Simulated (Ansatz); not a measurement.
Relaxation of C₉H₁₄O₃S₂⁻, that is dimethylphenylsulfonium mesylate with one electron more (charge -1, doublet) with UKS PBE0-D4/def2-SVP in Ansatz.

Positions (Å) and forces (eV/Å) at steps 11, 12, 13, 14, 15, 16, 17, 18, 19, 20, 21 of 42:

```xyz
28
step=11 energy=-37327.6798 eV
C    -1.954   -0.441   -4.123   -0.032    0.017   -0.049
S    -1.282   -0.018   -2.503    0.011   -0.099    0.056
O     0.186    0.070   -2.735   -0.094   -0.030    0.027
O    -1.932    1.258   -2.154   -0.002   -0.002    0.017
O    -1.670   -1.167   -1.641    0.074    0.126   -0.085
H    -1.519   -1.397   -4.443   -0.006    0.007   -0.009
H    -3.047   -0.527   -4.033    0.057    0.005   -0.006
H    -1.690    0.358   -4.833   -0.015   -0.041    0.044
C     0.659   -2.384    2.172    0.007    0.106   -0.032
S    -0.052   -1.296    0.792    0.132   -0.018   -0.033
C     1.201   -1.781   -0.440   -0.012   -0.046   -0.030
C     0.248    0.327    1.181   -0.092   -0.028    0.079
C    -0.875    1.217    1.163    0.050    0.048   -0.014
C    -0.734    2.500    1.636    0.047    0.015   -0.015
C     0.512    2.973    2.142   -0.031   -0.042    0.031
C     1.621    2.113    2.117   -0.019    0.027   -0.099
C     1.521    0.816    1.638    0.008   -0.028    0.039
H    -0.016   -2.262    3.029    0.019   -0.009    0.023
H     0.671   -3.431    1.833    0.007    0.019    0.007
H     1.672   -2.039    2.425   -0.042   -0.039    0.007
H     1.065   -2.852   -0.648   -0.015    0.010   -0.012
H     0.971   -1.177   -1.337   -0.003    0.007   -0.009
H     2.214   -1.587   -0.058   -0.020    0.017    0.016
H    -1.808    0.886    0.694    0.099    0.033    0.049
H    -1.591    3.179    1.575    0.046   -0.011    0.006
H     0.614    3.998    2.505   -0.020   -0.007    0.001
H     2.602    2.479    2.453   -0.107   -0.036   -0.008
H     2.412    0.183    1.594   -0.047    0.000    0.000
28
step=12 energy=-37327.6902 eV
C    -2.007   -0.499   -4.148    0.003    0.011    0.001
S    -1.306   -0.080   -2.536   -0.001   -0.091    0.072
O     0.154    0.045   -2.800   -0.145   -0.016    0.027
O    -1.979    1.175   -2.152    0.034   -0.056   -0.023
O    -1.645   -1.247   -1.676    0.068    0.140   -0.127
H    -1.557   -1.441   -4.492   -0.013    0.021    0.007
H    -3.095   -0.612   -4.032    0.037    0.000   -0.004
H    -1.780    0.314   -4.852   -0.006   -0.023    0.034
C     0.648   -2.330    2.128    0.084   -0.066    0.063
S    -0.031   -1.264    0.773   -0.061    0.106   -0.104
C     1.209   -1.747   -0.477    0.069   -0.055   -0.016
C     0.270    0.342    1.214   -0.091    0.111    0.115
C    -0.828    1.266    1.118    0.101   -0.077   -0.009
C    -0.688    2.536    1.618    0.122    0.088    0.066
C     0.535    2.973    2.220   -0.072   -0.035   -0.090
C     1.632    2.095    2.235   -0.082   -0.009    0.064
C     1.530    0.802    1.747   -0.034   -0.028   -0.072
H    -0.018   -2.203    2.992   -0.003    0.014    0.006
H     0.641   -3.377    1.791    0.009   -0.006    0.009
H     1.668   -2.014    2.388   -0.008   -0.020    0.009
H     1.077   -2.818   -0.690   -0.011    0.016   -0.014
H     0.968   -1.141   -1.370   -0.006   -0.007   -0.005
H     2.221   -1.543   -0.098    0.000   -0.001   -0.004
H    -1.738    0.963    0.585    0.150    0.040    0.065
H    -1.527    3.234    1.514    0.076   -0.012    0.018
H     0.635    3.989    2.611   -0.031   -0.018   -0.018
H     2.596    2.432    2.646   -0.129   -0.027   -0.069
H     2.412    0.152    1.744   -0.057    0.000    0.001
28
step=13 energy=-37327.7009 eV
C    -2.043   -0.529   -4.164   -0.032   -0.011   -0.078
S    -1.340   -0.126   -2.556    0.079   -0.101    0.174
O     0.114    0.042   -2.831   -0.171    0.007    0.038
O    -2.043    1.105   -2.141    0.055   -0.068   -0.021
O    -1.639   -1.317   -1.715    0.053    0.152   -0.137
H    -1.571   -1.451   -4.532   -0.020    0.029    0.009
H    -3.125   -0.671   -4.041    0.028   -0.003   -0.014
H    -1.842    0.305   -4.852   -0.009   -0.025    0.024
C     0.657   -2.325    2.112    0.008    0.001   -0.027
S    -0.026   -1.239    0.760    0.103    0.015    0.005
C     1.223   -1.723   -0.501    0.015    0.023    0.044
C     0.275    0.357    1.248   -0.043    0.079    0.091
C    -0.794    1.307    1.090    0.170   -0.129   -0.008
C    -0.650    2.576    1.591    0.203    0.099    0.135
C     0.553    2.986    2.255   -0.128   -0.099   -0.117
C     1.627    2.082    2.327   -0.084    0.067   -0.033
C     1.524    0.793    1.830   -0.123   -0.060   -0.089
H    -0.002   -2.197    2.981   -0.018    0.023   -0.006
H     0.635   -3.371    1.771   -0.008    0.014   -0.023
H     1.682   -2.029    2.372   -0.009    0.007   -0.029
H     1.084   -2.790   -0.726   -0.021    0.014    0.003
H     0.983   -1.108   -1.388   -0.016   -0.020    0.009
H     2.234   -1.524   -0.118   -0.003   -0.005    0.005
H    -1.679    1.028    0.504    0.110    0.017    0.065
H    -1.466    3.292    1.442    0.078   -0.009    0.021
H     0.657    4.000    2.648   -0.026   -0.010   -0.016
H     2.580    2.402    2.769   -0.110   -0.020   -0.027
H     2.392    0.126    1.866   -0.079    0.010    0.003
28
step=14 energy=-37327.7141 eV
C    -2.091   -0.556   -4.190   -0.012    0.026   -0.037
S    -1.391   -0.208   -2.562    0.088   -0.145    0.211
O     0.051    0.053   -2.841   -0.349   -0.008    0.101
O    -2.156    0.963   -2.069    0.204   -0.279   -0.110
O    -1.618   -1.461   -1.785    0.069    0.362   -0.259
H    -1.575   -1.434   -4.612   -0.059    0.104    0.055
H    -3.165   -0.761   -4.065    0.084    0.012   -0.030
H    -1.938    0.327   -4.833   -0.025   -0.111    0.085
C     0.655   -2.317    2.070   -0.043    0.007    0.036
S    -0.011   -1.202    0.746    0.082   -0.060    0.042
C     1.246   -1.677   -0.508    0.031    0.027   -0.080
C     0.286    0.370    1.299   -0.077    0.215    0.049
C    -0.738    1.355    1.050    0.178   -0.147    0.019
C    -0.588    2.627    1.546    0.205    0.108    0.083
C     0.583    3.007    2.279   -0.067   -0.210   -0.085
C     1.623    2.068    2.433   -0.176    0.164   -0.113
C     1.514    0.777    1.944   -0.132   -0.068   -0.053
H     0.006   -2.182    2.945    0.012   -0.012   -0.005
H     0.605   -3.357    1.713   -0.015    0.054   -0.009
H     1.691   -2.051    2.326   -0.044   -0.012   -0.038
H     1.096   -2.739   -0.749   -0.002    0.012   -0.014
H     1.010   -1.053   -1.390    0.008   -0.037    0.004
H     2.257   -1.490   -0.116   -0.013    0.000    0.002
H    -1.587    1.103    0.400    0.123   -0.009    0.099
H    -1.369    3.369    1.328    0.151   -0.088    0.065
H     0.692    4.023    2.664    0.002    0.014    0.003
H     2.556    2.364    2.931   -0.078    0.008   -0.008
H     2.356    0.080    2.049   -0.144    0.075   -0.013
28
step=15 energy=-37327.7310 eV
C    -2.109   -0.561   -4.185   -0.060    0.002   -0.195
S    -1.407   -0.288   -2.551    0.087   -0.141    0.443
O     0.016    0.069   -2.832   -0.447   -0.057    0.153
O    -2.227    0.811   -1.969    0.357   -0.447   -0.222
O    -1.557   -1.604   -1.856    0.069    0.587   -0.343
H    -1.556   -1.386   -4.669   -0.110    0.168    0.097
H    -3.171   -0.826   -4.062    0.121    0.028   -0.046
H    -2.006    0.370   -4.773   -0.031   -0.192    0.125
C     0.620   -2.316    2.048    0.045    0.035   -0.055
S    -0.002   -1.178    0.729    0.064    0.143   -0.032
C     1.267   -1.652   -0.533    0.017   -0.035    0.063
C     0.295    0.390    1.316   -0.094    0.070    0.021
C    -0.701    1.391    1.027    0.137   -0.150    0.011
C    -0.544    2.665    1.516    0.150    0.050    0.128
C     0.606    3.031    2.286    0.001   -0.168   -0.126
C     1.626    2.077    2.472   -0.143    0.140    0.024
C     1.507    0.781    1.997   -0.077   -0.084   -0.091
H    -0.027   -2.172    2.923    0.000    0.006   -0.022
H     0.542   -3.350    1.677   -0.010    0.050    0.000
H     1.664   -2.082    2.307   -0.041   -0.028   -0.013
H     1.111   -2.711   -0.782   -0.011    0.007   -0.007
H     1.035   -1.025   -1.413   -0.024   -0.002    0.030
H     2.276   -1.472   -0.135   -0.006    0.010    0.019
H    -1.539    1.146    0.361    0.106   -0.014    0.070
H    -1.309    3.416    1.280    0.111   -0.068    0.036
H     0.718    4.047    2.670    0.010    0.008   -0.001
H     2.543    2.359    3.007   -0.091    0.001   -0.050
H     2.329    0.069    2.142   -0.129    0.080   -0.017
28
step=16 energy=-37327.7557 eV
C    -2.123   -0.561   -4.184    0.000    0.019   -0.125
S    -1.415   -0.370   -2.535    0.006   -0.197    0.413
O    -0.012    0.073   -2.800   -0.454   -0.092    0.146
O    -2.277    0.649   -1.871    0.413   -0.463   -0.297
O    -1.499   -1.738   -1.933    0.051    0.677   -0.329
H    -1.541   -1.330   -4.725   -0.119    0.169    0.121
H    -3.172   -0.878   -4.073    0.107    0.033   -0.031
H    -2.063    0.409   -4.710   -0.019   -0.199    0.122
C     0.591   -2.296    2.008   -0.031   -0.055    0.073
S    -0.005   -1.140    0.703   -0.002   -0.117   -0.078
C     1.282   -1.626   -0.524    0.059    0.023   -0.098
C     0.295    0.405    1.317   -0.027    0.264    0.096
C    -0.680    1.419    1.017    0.082   -0.061    0.005
C    -0.512    2.690    1.509    0.108    0.066    0.043
C     0.632    3.044    2.287   -0.014   -0.127   -0.024
C     1.625    2.072    2.502   -0.017    0.137   -0.052
C     1.495    0.779    2.023   -0.048   -0.057   -0.029
H    -0.057   -2.147    2.882    0.004   -0.012    0.012
H     0.492   -3.322    1.626   -0.009    0.035    0.007
H     1.638   -2.088    2.273   -0.035   -0.012   -0.021
H     1.120   -2.683   -0.782   -0.012    0.030   -0.009
H     1.070   -0.993   -1.404    0.026   -0.037   -0.001
H     2.284   -1.456   -0.103   -0.012    0.007    0.006
H    -1.509    1.181    0.340    0.050   -0.022    0.045
H    -1.259    3.451    1.259    0.043   -0.030    0.027
H     0.757    4.061    2.666    0.003   -0.008   -0.002
H     2.540    2.343    3.046   -0.081   -0.017   -0.019
H     2.301    0.054    2.184   -0.073    0.046    0.000
28
step=17 energy=-37327.7834 eV
C    -2.139   -0.562   -4.173    0.024    0.027   -0.096
S    -1.420   -0.452   -2.521   -0.044   -0.212    0.400
O    -0.044    0.074   -2.766   -0.378   -0.104    0.119
O    -2.318    0.480   -1.780    0.411   -0.406   -0.323
O    -1.437   -1.859   -2.013    0.031    0.661   -0.257
H    -1.532   -1.268   -4.767   -0.109    0.137    0.114
H    -3.172   -0.929   -4.076    0.072    0.028   -0.022
H    -2.124    0.441   -4.633   -0.011   -0.176    0.096
C     0.540   -2.294    1.989    0.052   -0.005   -0.055
S     0.007   -1.113    0.671   -0.062    0.049   -0.019
C     1.315   -1.599   -0.541    0.097   -0.036    0.046
C     0.305    0.429    1.313    0.007    0.061    0.030
C    -0.651    1.452    1.001    0.009   -0.046    0.009
C    -0.479    2.720    1.498    0.033    0.040    0.032
C     0.655    3.062    2.292    0.023   -0.031   -0.040
C     1.636    2.083    2.514   -0.033    0.041    0.077
C     1.495    0.789    2.039   -0.008   -0.045   -0.049
H    -0.118   -2.134    2.853   -0.016    0.028   -0.029
H     0.418   -3.315    1.598   -0.013    0.015   -0.010
H     1.588   -2.121    2.272   -0.025   -0.007   -0.010
H     1.145   -2.652   -0.808   -0.010    0.018   -0.006
H     1.124   -0.961   -1.422   -0.031   -0.009    0.034
H     2.309   -1.439   -0.098   -0.011   -0.002   -0.004
H    -1.480    1.215    0.324    0.021   -0.021    0.004
H    -1.222    3.485    1.252    0.015   -0.001   -0.001
H     0.782    4.076    2.678    0.003   -0.004   -0.006
H     2.536    2.340    3.086   -0.025   -0.005   -0.037
H     2.284    0.053    2.222   -0.023    0.008    0.004
28
step=18 energy=-37327.8078 eV
C    -2.151   -0.571   -4.142    0.019    0.026   -0.089
S    -1.413   -0.534   -2.496   -0.042   -0.173    0.325
O    -0.068    0.070   -2.725   -0.314   -0.107    0.108
O    -2.339    0.309   -1.688    0.376   -0.327   -0.309
O    -1.360   -1.967   -2.078   -0.003    0.586   -0.177
H    -1.524   -1.211   -4.787   -0.104    0.111    0.108
H    -3.166   -0.986   -4.056    0.056    0.024   -0.024
H    -2.184    0.459   -4.537   -0.004   -0.169    0.081
C     0.492   -2.284    1.934   -0.039    0.026    0.021
S    -0.002   -1.074    0.624    0.091    0.006    0.056
C     1.346   -1.573   -0.541    0.049    0.057   -0.058
C     0.302    0.454    1.302   -0.001   -0.037    0.005
C    -0.638    1.489    0.988    0.034   -0.008   -0.031
C    -0.451    2.754    1.489    0.013    0.026    0.015
C     0.678    3.076    2.296    0.007   -0.029    0.016
C     1.633    2.079    2.541    0.018    0.058   -0.062
C     1.484    0.790    2.052   -0.039   -0.047   -0.004
H    -0.176   -2.116    2.789    0.001   -0.005   -0.002
H     0.351   -3.297    1.530   -0.014    0.026   -0.014
H     1.540   -2.138    2.234   -0.039   -0.001   -0.020
H     1.171   -2.622   -0.818   -0.012    0.020    0.002
H     1.180   -0.931   -1.423    0.018   -0.033    0.023
H     2.328   -1.423   -0.068   -0.037    0.001    0.001
H    -1.461    1.262    0.302   -0.004   -0.029    0.003
H    -1.178    3.532    1.234    0.006    0.004    0.006
H     0.818    4.088    2.683    0.003   -0.001    0.000
H     2.534    2.323    3.116   -0.022   -0.010    0.021
H     2.256    0.040    2.247   -0.018    0.004    0.000
28
step=19 energy=-37327.8260 eV
C    -2.173   -0.585   -4.102    0.010    0.030   -0.110
S    -1.410   -0.608   -2.467   -0.023   -0.121    0.261
O    -0.104    0.079   -2.678   -0.292   -0.130    0.112
O    -2.363    0.138   -1.597    0.356   -0.267   -0.324
O    -1.277   -2.057   -2.134   -0.032    0.533   -0.117
H    -1.525   -1.151   -4.794   -0.132    0.116    0.140
H    -3.165   -1.056   -4.027    0.081    0.040   -0.030
H    -2.265    0.466   -4.431    0.008   -0.213    0.080
C     0.422   -2.274    1.889    0.032    0.032   -0.075
S     0.014   -1.039    0.573    0.055   -0.007    0.061
C     1.398   -1.533   -0.554    0.034   -0.001    0.045
C     0.314    0.474    1.283   -0.003   -0.035   -0.037
C    -0.606    1.521    0.952   -0.013    0.044    0.040
C    -0.418    2.781    1.468   -0.005   -0.009   -0.047
C     0.700    3.085    2.298    0.040   -0.008    0.013
C     1.639    2.076    2.555   -0.036   -0.002    0.041
C     1.479    0.788    2.066    0.018    0.007   -0.010
H    -0.271   -2.094    2.722    0.010    0.011   -0.037
H     0.262   -3.276    1.466   -0.003    0.021    0.000
H     1.464   -2.163    2.225   -0.058   -0.015   -0.011
H     1.220   -2.578   -0.845    0.006    0.010   -0.008
H     1.260   -0.884   -1.435   -0.008   -0.025    0.052
H     2.365   -1.394   -0.047   -0.042   -0.003   -0.016
H    -1.425    1.299    0.260    0.009   -0.020   -0.003
H    -1.135    3.567    1.211    0.015   -0.002    0.006
H     0.843    4.093    2.695    0.004   -0.001   -0.001
H     2.521    2.301    3.166   -0.009    0.003   -0.022
H     2.233    0.025    2.280   -0.025    0.010   -0.002
28
step=20 energy=-37327.8395 eV
C    -2.184   -0.598   -4.077   -0.009    0.012   -0.073
S    -1.420   -0.640   -2.444    0.010   -0.064    0.156
O    -0.143    0.104   -2.631   -0.217   -0.111    0.096
O    -2.400    0.039   -1.557    0.235   -0.135   -0.212
O    -1.230   -2.088   -2.156   -0.022    0.318   -0.054
H    -1.515   -1.111   -4.786   -0.089    0.067    0.088
H    -3.155   -1.112   -4.020    0.072    0.038   -0.018
H    -2.320    0.456   -4.369    0.005   -0.134    0.040
C     0.389   -2.272    1.850    0.001    0.041   -0.020
S     0.024   -1.018    0.545    0.038   -0.041    0.033
C     1.428   -1.517   -0.551    0.009    0.035   -0.010
C     0.321    0.487    1.271    0.005   -0.035   -0.006
C    -0.587    1.542    0.932    0.017    0.045   -0.017
C    -0.392    2.800    1.448   -0.017   -0.023    0.003
C     0.714    3.092    2.300    0.015    0.002    0.004
C     1.635    2.071    2.576    0.015    0.006   -0.018
C     1.475    0.788    2.076    0.000    0.003    0.013
H    -0.320   -2.091    2.669    0.012   -0.004   -0.015
H     0.220   -3.267    1.411   -0.003    0.021   -0.003
H     1.424   -2.182    2.210   -0.043   -0.011   -0.008
H     1.250   -2.558   -0.854    0.000    0.012   -0.003
H     1.307   -0.862   -1.429    0.013   -0.026    0.033
H     2.384   -1.384   -0.024   -0.021    0.001   -0.016
H    -1.398    1.325    0.229    0.001   -0.018    0.011
H    -1.097    3.594    1.181    0.014    0.001    0.001
H     0.861    4.097    2.700    0.001   -0.001    0.000
H     2.513    2.289    3.196   -0.025   -0.004    0.001
H     2.217    0.017    2.303   -0.018    0.004   -0.003
28
step=21 energy=-37327.8501 eV
C    -2.189   -0.625   -4.035   -0.022   -0.017   -0.043
S    -1.450   -0.670   -2.392   -0.003    0.026    0.064
O    -0.205    0.134   -2.531   -0.164   -0.088    0.055
O    -2.474   -0.057   -1.511    0.127   -0.035   -0.106
O    -1.202   -2.111   -2.133    0.015    0.076   -0.022
H    -1.486   -1.084   -4.746   -0.046    0.030    0.041
H    -3.135   -1.187   -4.010    0.079    0.043    0.000
H    -2.372    0.427   -4.300   -0.003   -0.051    0.004
C     0.340   -2.269    1.791    0.030    0.024   -0.016
S     0.046   -0.992    0.498    0.009   -0.003    0.016
C     1.477   -1.485   -0.564   -0.001   -0.011    0.008
C     0.335    0.499    1.249    0.023    0.006    0.026
C    -0.552    1.567    0.892   -0.012   -0.006    0.023
C    -0.358    2.820    1.420    0.026    0.003   -0.021
C     0.733    3.096    2.297    0.003   -0.004   -0.001
C     1.632    2.063    2.596   -0.009   -0.001    0.014
C     1.468    0.783    2.090    0.000    0.002   -0.012
H    -0.394   -2.087    2.587    0.011    0.004   -0.019
H     0.164   -3.251    1.328    0.002    0.012   -0.002
H     1.363   -2.210    2.191   -0.042   -0.008   -0.015
H     1.302   -2.521   -0.886    0.004    0.003    0.001
H     1.380   -0.819   -1.434   -0.003   -0.004    0.022
H     2.419   -1.362   -0.010   -0.007   -0.001   -0.010
H    -1.358    1.355    0.181    0.014    0.000    0.005
H    -1.047    3.623    1.140    0.005   -0.004    0.011
H     0.881    4.099    2.706   -0.001   -0.001   -0.002
H     2.491    2.266    3.248   -0.018    0.001   -0.018
H     2.191    0.000    2.339   -0.017    0.002   -0.003
```

The highest occupied level of the relaxed charge -1 doublet lies above zero (up to 0.52 eV). By energy differences its removal costs 0.69 eV (each at its own geometry, to the charge 0 singlet, at PBE0-D4/def2-SVP); self-interaction error and the lack of diffuse functions both raise the level. In the doublet geometry the species has come apart into loosely held pieces. The relaxation made no stability test and no search for a lower SCF solution.
